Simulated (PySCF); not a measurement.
**Si²⁺: ionisation energy**

Si²⁺ [Ne] 3s2 (1S) → Si³⁺ [Ne] 3s1 (2S), as a difference of total energies. All numbers are calculated (PySCF 2.14, scalar relativity by spin-free X2C-1e, in ANO-RCC-VTZP (5s4p2d1f, 34 functions)). Correlated levels: valence: [Ne] frozen; valence and next inner shell: 1s2 frozen. The calculations carry no spin-orbit coupling.

```csv
method,ionisation energy (eV)
UHF,32.029
LDA,33.593
PBE,33.453
PBE0,33.315
r2SCAN,32.941
M06,33.518
PBEsol,33.286
r2SCANh,32.957
r2SCAN0,32.980
MP2 (valence),32.891
SCS-MP2 (valence),33.063
MP2 (valence and next inner shell),32.947
SCS-MP2 (valence and next inner shell),33.107
```

Task: How much does correlation contribute at MP2 (valence and next inner shell)?

Result: 32.947 − (32.029) = 0.918 eV, measured against UHF.

Errors of the correlated levels include the incompleteness of this basis and the frozen core.

MP2 underrates the near-degeneracy of ns² with np² in the lower species.

For comparison: 33.493 eV (measured; NIST Atomic Spectra Database, ionization energies).
